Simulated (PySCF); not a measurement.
C7H9NSi.
Structure used (GFN2-xTB), in Å, numbered top down from 1:
```xyz
18
C7H9NSi angstrom
C     -2.6510   -2.0275    0.1576
C     -1.8592   -1.1359    0.0026
Si    -0.6394    0.2349   -0.2361
C     -1.4741    1.7904   -0.9282
C      1.0251   -0.3155   -1.0157
C      1.7749   -0.0270    0.3114
C      2.4017   -1.2050    0.8359
N      2.8721   -2.1599    1.2569
C      0.6030    0.4479    1.2103
H     -3.3418   -2.8094    0.2941
H     -0.7657    2.6010   -1.0708
H     -2.2508    2.1380   -0.2548
H     -1.9401    1.5793   -1.8852
H      1.4103    0.2713   -1.8466
H      1.0843   -1.3637   -1.3017
H      2.5389    0.7456    0.1914
H      0.4463   -0.2106    2.0622
H      0.7568    1.4523    1.5985
```

NICS is the negative of the GIAO shielding at a point without a nucleus: at the ring centre (0) and 1 Å above and below it (1); zz is the component along the ring normal. Level: GIAO PBE0/pcSseg-1 (PySCF, non-relativistic, gas phase) on the GFN2-xTB geometry, one conformer.

Ring bond lengths (Å), with Mayer bond orders in brackets: Si3–C5 1.919 (0.90), C5–C6 1.551 (0.96), C6–C9 1.551 (0.96), C9–Si3 1.919 (0.90).

Question: What do the NICS probes read (ppm)?

Answer: 
| ring | type | NICS(0) | NICS(1), two faces | NICS(1)zz, two faces | rms pucker (Å) | centre to ring atoms, mean (Å) |
| --- | --- | --- | --- | --- | --- | --- |
| Si3–C5–C6–C9 | 4-membered ring with Si; formal bonds all single | 1.2 | -0.1 / -0.9 | 6.5 / 3.7 | 0.01 | 1.22 |

Question: What do they say, and how far can they be read as aromaticity?

Answer: 
- Si3–C5–C6–C9: mean NICS(1)zz 5.1 ppm, deshielded. Si3, C5, C6, C9 have four or more neighbours, so the value isn't read as a sign of a π ring current.

Question: At the first NICS(1) probe listed for ring Si3–C5–C6–C9, 1 Å off the ring, how large is the induced field along the normal in 1 T applied along it?

Answer: NICSzz × B0 = 6.5 ppm × 1 T = 6 μT, along the applied field.

Question: How shielded are the nuclei of the rings and their hydrogens (means over atoms taken as equivalent)?

Answer: 
```json
{"atoms": "Si3", "environment": "four-coordinate silicon", "σ isotropic (ppm)": "363.3", "principal values of the symmetric part, first atom (ppm)": "314.8, 368.9, 406.2"}
{"atoms": "C5 (×2)", "environment": "sp3 carbon bound to silicon", "σ isotropic (ppm)": "161.4", "principal values of the symmetric part, first atom (ppm)": "135.6, 160.0, 188.8"}
{"atoms": "C6", "environment": "sp3 carbon next to a nitrile", "σ isotropic (ppm)": "169.8", "principal values of the symmetric part, first atom (ppm)": "160.7, 172.5, 176.3"}
{"atoms": "H14 (×2)", "environment": "methylene hydrogen", "σ isotropic (ppm)": "29.78", "principal values of the symmetric part, first atom (ppm)": "26.2, 28.0, 35.2"}
{"atoms": "H15 (×2)", "environment": "methylene hydrogen", "σ isotropic (ppm)": "29.68", "principal values of the symmetric part, first atom (ppm)": "26.5, 28.3, 34.2"}
{"atoms": "H16", "environment": "methine hydrogen", "σ isotropic (ppm)": "28.80", "principal values of the symmetric part, first atom (ppm)": "25.1, 27.0, 34.3"}
```
